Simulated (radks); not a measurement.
Q: Excited configurations of neutral bromine: one electron is placed in a higher orbital outside [Ar] 3d10 4s2 4p4. The ground configuration is [Ar] 3d10 4s2 4p5. All-electron calculation, scalar-relativistic Kohn-Sham, SCAN, spin-unpolarised, spherical densities, finite nucleus; meta-GGA in the generalised Kohn-Sham scheme; Fermi nuclear charge, rms radius 4.1629 fm. Program: a radial shooting solver on a logarithmic mesh with Libxc functionals. Excitation = E - E(ground); binding = E(ion) - E, where the ion is the core of charge +1; n* = 1/sqrt(2 binding) in atomic units, and the quantum defect is n - n*.

| outer orbital | excitation (eV) | binding (eV) | n* | quantum defect | eigenvalue (eV) | <r> (bohr) |
|---|---|---|---|---|---|---|
| 4f | 12.030 | 0.851 | 3.999 | 0.001 | -0.388 | 18.55 |
| 5p | 10.585 | 2.296 | 2.434 | 2.566 | -1.221 | 8.005 |
| 5f | 12.307 | 0.574 | 4.868 | 0.132 | -0.324 | 31.60 |
| 6p | 11.685 | 1.195 | 3.374 | 2.626 | -0.727 | 16.64 |
| 6d | 12.178 | 0.702 | 4.402 | 1.598 | -0.405 | 27.83 |
| 7p | 12.141 | 0.740 | 4.288 | 2.712 | -0.475 | 28.20 |
| 7d | 12.394 | 0.487 | 5.285 | 1.715 | -0.299 | 42.15 |

Estimate the row for 6f.

A: excitation (eV) 12.470; binding (eV) 0.411; n* 5.753; quantum defect 0.247; eigenvalue (eV) -0.251; <r> (bohr) 47.65. The Delta-SCF ionisation energy is 12.881 eV (NIST Atomic Spectra Database: 11.814 eV, measured). Self-interaction in the functional shifts the binding energies and quantum defects, so they are the method's values and not measured ones. Spin polarisation and multiplet splitting are left out, so open shells lie too high by an amount that depends on their filling.

Beside tabulated values, note that spin-unpolarised runs miss the spin-polarisation part of the exchange energy of open shells.
